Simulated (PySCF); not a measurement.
Coordinates in bohr (charge 0 multiplicity 2):
```
Ta    0.1074   -0.1224   -0.2758
N     2.2845    0.7107    1.9038
O    -3.0215    0.6752    1.2693
H    -3.0667    1.3886    2.9372
```

These are results of UPBE0/[Ta def2-TZVP with ECP60, N def2-TZVP, O def2-TZVP, H def2-TZVP], scalar-relativistic core potentials, density fitting, no spin–orbit coupling, PySCF, not measurements.

This geometry of TaN(OH) is a stationary point at this level.

Problem. What is the point group?

Solution. Cs.

Problem. Is it a minimum?

Solution. Yes: all harmonic wavenumbers are real.

Problem. List the harmonic modes with their infrared intensities.

Solution. 
```json
{"symmetry": "a'", "ω (cm⁻¹)": "286", "IR (km/mol)": "26.2"}
{"symmetry": "a''", "ω (cm⁻¹)": "588", "IR (km/mol)": "99.8"}
{"symmetry": "a'", "ω (cm⁻¹)": "693", "IR (km/mol)": "231"}
{"symmetry": "a'", "ω (cm⁻¹)": "726", "IR (km/mol)": "5.5"}
{"symmetry": "a'", "ω (cm⁻¹)": "1088", "IR (km/mol)": "91.4"}
{"symmetry": "a'", "ω (cm⁻¹)": "3898", "IR (km/mol)": "169"}
```

Problem. What are the dipole moment and the gap between the highest occupied and lowest empty levels of either spin?

Solution. 3.66 D and 3.10 eV.

This need not be the most stable arrangement of these atoms. Other spin states or occupations of the open shell can lie lower. Spin–orbit coupling, left out here, can matter for elements this heavy.
